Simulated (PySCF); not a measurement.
Electron correlation in B⁻ (boron, charge -1)

[He] 2s2 2p2, high-spin 3P determinant. All numbers are calculated (PySCF 2.14, the non-relativistic Hamiltonian (point nucleus), in def2-TZVPPD (6s3p3d1f, 37 functions)). Frozen: 1s2; 4 electrons correlated.

| level | correlation energy (mhartree) |
| --- | --- |
| CCSD | -79.11 |
| (T) | -2.99 |
| CCSD(T) | -82.10 |
| CCSDT | -82.92 |

Diagnostics: T1 = 0.011, D1 = 0.0258, largest double amplitude 0.084.

Task: Is a single reference adequate?

Result: Mostly. T1 lies below 0.03, but a double amplitude of this size points to a near-degeneracy that CCSD handles and MP2 describes poorly.
